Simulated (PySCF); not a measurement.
# PbSCl₂: from structure and modes to constants

All numbers come from PBE in PySCF with Pb def2-SVP with ECP60, S def2-SVP, Cl def2-SVP; scalar-relativistic core potentials, no spin–orbit coupling; density-fitted integrals.

The singlet minimum has C2v symmetry. Masses (u): Pb 207.97664, S 31.97207, Cl 34.96885.

```xyz
4
charge 0 multiplicity 1, angstrom
Pb    0.0000    0.0000   -0.1074
S     0.0000    0.0000   -2.4367
Cl   -1.9026    0.0000    1.4566
Cl    1.9026    0.0000    1.4566
```

Harmonic wavenumbers (cm⁻¹): 71.3 (b1, ×1), 74.7 (b2, ×1), 95.8 (a1, ×1), 308.8 (a1, ×1), 316.7 (b2, ×1), 398.0 (a1, ×1).

Find the principal moments of inertia and the rotational constants. What kind of rotor is it?

About the centre of mass I = 253.17, 340.62, 593.8 u Å². With B = 16.8576/I this gives 0.06659, 0.04949, 0.02839 cm⁻¹. The molecule is an asymmetric top with κ = 0.10.

What is the harmonic zero-point energy?

Half the sum of all 6 wavenumbers, 1265/2 = 633 cm⁻¹, which is 7.6 kJ/mol (1 cm⁻¹ = 0.0119627 kJ/mol).

Find the vibrational entropy and heat capacity at 298.15 K.

With u = 1.43878 ω/T, each mode gives S = R[u/(eᵘ−1) − ln(1−e⁻ᵘ)] and C = R u² eᵘ/(eᵘ−1)².
```
ω (cm⁻¹)      u  S (J/(mol K))  C (J/(mol K))
    71.3  0.344          17.23           8.23
    74.7  0.360          16.85           8.23
    95.8  0.462          14.80           8.17
   308.8  1.490           5.73           6.93
   316.7  1.528           5.55           6.87
   398.0  1.921           4.06           6.17
```
The sums over all modes are S = 64.2 and C = 44.6 J/(mol K); the softest mode gives 27 % of the entropy.

Give the standard entropy (298.15 K, 1 bar) by its translational, rotational, vibrational and spin parts, and Cp.

Sackur–Tetrode with M = 309.89 u gives 180.4; rotation with symmetry number 2 gives 116.6; vibration 64.2; spin R ln 1 = 0.0. The total is 361.2 J/(mol K), and Cp = 4 R + 44.6 = 77.9 J/(mol K).

This need not be the most stable arrangement of these atoms. With an element this heavy the missing spin–orbit coupling can shift these numbers.
